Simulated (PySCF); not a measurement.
Relaxation of singlet HfCl2

Computed with PySCF, PBE0, basis Hf def2-TZVP with ECP60, Cl def2-TZVP (scalar-relativistic core potentials, no spin–orbit coupling, density fitting). A (50,194) grid was used.

A start displaced from a saddle point along its imaginary mode, of C2v symmetry, held to at least that symmetry:

```xyz
3
charge 0 multiplicity 1, angstrom
Hf   -0.0972    0.0000    0.0000
Cl    0.2500    0.0000    2.3206
Cl    0.2500    0.0000   -2.3206
```

Optimiser trace:
| step | E − E(last) (kJ/mol) | largest gradient (Eh/bohr) |
| --- | --- | --- |
| 0 | 1.36 | 0.00923 |
| 1 | 0.09 | 0.00247 |
| 2 | 0.00 | 0.00023 |
| 3 | 0.00 | 0.00018 |

It ends at C2v with Hf–Cl 2.318 Å (×2); Cl–Hf–Cl 162.9°. No frequency check is given, so it may be a saddle point. Other isomers or separated fragments may lie lower.

Final geometry:
Z-matrix (Å, degrees; charge 0 multiplicity 1):
```
Hf
Cl 1 2.3176
Cl 1 2.3176 2 162.94
```

Stability towards spin polarisation was not tested. Spin–orbit coupling, left out here, can matter for elements this heavy.

The relaxation took about 20 core-seconds on a shared host.
